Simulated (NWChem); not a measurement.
Species: CH$_{3}$Cl$_{2}$Ga; SMILES [CH3][Ga]([Cl])[Cl]

Task: Give the equilibrium geometry at B3LYP/6-31G* (spherical d) (NWChem) as an XYZ file, with the point group.

Result: point group C1; any orientation.
```
7

Ga     0.3158    -0.0012     0.0043
Cl    -0.8703    -1.8173    -0.0041
Cl    -0.8725     1.8137    -0.0041
C      2.2787     0.0061     0.0027
H      2.6409     0.8222     0.6327
H      2.6251     0.1667    -1.0230
H      2.6532    -0.9530     0.3669
```
